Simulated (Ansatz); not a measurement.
Consider the formal hydrolysis of a Ge–O bond: `[NH2][GeH2][O][SiH](N)Cl` + H₂O → `[NH2][GeH2][OH]` + `N[SiH](O)Cl`.

Computed with Ansatz on PBE0-D4/def2-TZVP structures; ΔE is electronic, products minus reactants. CCSD(T)/CBS adds triple-zeta CCSD(T) − MP2 to the extrapolated MP2 energy (def2 sets, frozen cores). This one scheme is used for every species. For Ge outer-core shells are correlated without core-valence functions, which leaves a few kJ/mol of doubt a bond. Scalar relativity is left out up to krypton. One conformer a species, not always the lowest.

`[NH2][GeH2][O][SiH](N)Cl`:

```xyz
13

N    -1.583   -0.081   -1.409
Ge   -0.262   -1.309   -1.179
O     0.534   -1.197    0.434
Si    0.661    0.073    1.418
N     1.072    1.477    0.527
Cl   -1.131    0.558    2.322
H    -1.262    0.874   -1.324
H    -2.384   -0.207   -0.806
H     0.845   -1.050   -2.208
H    -0.858   -2.718   -1.223
H     1.581   -0.312    2.507
H     1.957    1.511    0.043
H     0.830    2.381    0.899
```

H₂O:

Z-matrix (Å, degrees):
```
O
H 1 0.960
H 1 0.960 2 105.1
```

`[NH2][GeH2][OH]`:

```xyz
8

N     0.280    0.611   -1.228
Ge    0.021    0.079    0.492
O     0.129   -1.697    0.439
H    -0.498    0.508   -1.861
H     0.710    1.515   -1.348
H    -1.364    0.417    1.097
H     1.167    0.681    1.323
H    -0.443   -2.114    1.086
```

`N[SiH](O)Cl`:

Cartesian coordinates in Å:
```
N -0.910 -0.711 0.350
Si 0.373 0.391 0.176
O 1.396 -0.078 -1.005
Cl -0.543 2.186 -0.236
H -1.824 -0.396 0.629
H -0.746 -1.674 0.593
H 1.253 0.598 1.341
H 1.002 -0.316 -1.847
```

| species | CCSD(T)/CBS(def2) energy (Eh) |
| --- | --- |
| `[NH2][GeH2][O][SiH](N)Cl` | -3013.94604 |
| H₂O | -76.37941 |
| `[NH2][GeH2][OH]` | -2209.02804 |
| `N[SiH](O)Cl` | -881.28474 |

Problem. Work out ΔE.

Solution. ΔE = (-2209.02804) + (-881.28474) − (-3013.94604) − (-76.37941) = 0.01267 Eh = +0.34 eV.

Largest T1 diagnostic among the species: 0.011.

The D4 term adds +0.15 eV with B3LYP and +0.09 eV with PBE0; it sums over pairs of atoms, weighted by their polarisabilities, and B3LYP, whose exchange is more repulsive, gets the larger term. In def2-TZVPP, CCSD(T) changes the Hartree–Fock value by +0.12 eV (the triples alone add +0.02 eV) and MP2 by +0.12 eV.

B3LYP here is the variant with VWN-RPA as its local correlation; programs differ in this.
